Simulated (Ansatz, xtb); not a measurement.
Relative energy of two isomers of C5H4Br2

Structure X is `BrC1=CCC(Br)=C1`, a singlet and structure Y is `BrC1=C(Br)CC=C1`, a singlet. Both are isolated molecules in the gas phase, relaxed with r2SCAN-D4/def2-SVP.

Task: Estimate which is lower in electronic energy at CCSD(T)/def2-SVP + ΔMP2/def2-TZVPP, and by roughly how much.

Result: CCSD(T)/def2-SVP + ΔMP2/def2-TZVPP gives E(Y) − E(X) = +0.16 kcal/mol, slightly favouring structure X, which is too small a margin to settle the true order.

Level by level:

```csv
level,geometry,E(Y) − E(X) (kcal/mol),departure from the last row (kcal/mol),"job, with rough time for the two"
GFN2-xTB,GFN2-xTB,+1.08,+0.92,"optimisation, 0.11 s"
HF/STO-3G,GFN2-xTB,+0.32,+0.16,"single point, 1.1 s"
r2SCAN-D4/def2-SVP//GFN2-xTB,GFN2-xTB,+0.46,+0.30,"single point, 9.6 s"
r2SCAN-D4/def2-SVP,r2SCAN-D4/def2-SVP,+0.41,+0.25,"optimisation, 61 s"
HF/def2-SVP,r2SCAN-D4/def2-SVP,+1.10,+0.94,part of the CCSD(T) run
MP2/def2-SVP,r2SCAN-D4/def2-SVP,−0.08,−0.24,part of the CCSD(T) run
CCSD(T)/def2-SVP,r2SCAN-D4/def2-SVP,+0.34,+0.18,single point
CCSD(T)/def2-SVP + ΔMP2/def2-TZVPP,r2SCAN-D4/def2-SVP,+0.16,,"single point, 4.7 min"
```

As drawn, both hold the same kinds of bond in the same numbers.

The largest departure from CCSD(T)/def2-SVP + ΔMP2/def2-TZVPP is that of HF/def2-SVP, 0.94 kcal/mol. The last row adds to CCSD(T) the change of the MP2 difference between the two basis sets, here −0.18 kcal/mol.

With thermal terms from frequencies at re-optimised GFN2-xTB minima (ideal gas, soft modes damped towards free rotors, one conformer each, 298.15 K, 1 atm): on the last row, ΔE + ΔZPE = +0.20, ΔH = +0.20, ΔG = +0.19 kcal/mol.

The correlated steps freeze 23 core orbitals; the filled d shell of Br is correlated, in a basis made for valence electrons. Codes used: Ansatz 0.2.0, xtb 6.7.1; the last row on 2 threads of Arm Neoverse V2 on a shared host.
